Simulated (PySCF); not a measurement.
Excitations are Tamm–Dancoff values on a coarser integration grid. The basis has no diffuse functions, so Rydberg states are missing or too high.

# Cl3In, SMILES `[Cl][In]([Cl])[Cl]` (charge 0, multiplicity 1)

Level of theory: PBE-D3(BJ)/def2-TZVP // PBE0-D4/def2-TZVP run with PySCF 2.14.0.

| Quantity | Value |
|---|---|
| HOMO | -8.02 eV |
| dipole moment | 0.00 D |
| HOMO–LUMO gap | 4.25 eV |
| LUMO | -3.76 eV |
| S1 excitation (TDA) | 4.40 eV |
| S1 oscillator strength | 0.000 |
| T1 excitation (TDA) | 4.10 eV |
| S1–T1 gap (TDA) | 0.30 eV |
| total energy | -1570.3740 Ha |
| cost | very roughly 60 core-seconds |

```xyz
4

Cl     2.1586    -0.7680     0.1193
In     0.0004    -0.0016     0.0032
Cl    -1.7415    -1.4904    -0.0888
Cl    -0.4149     2.2535    -0.0217
```
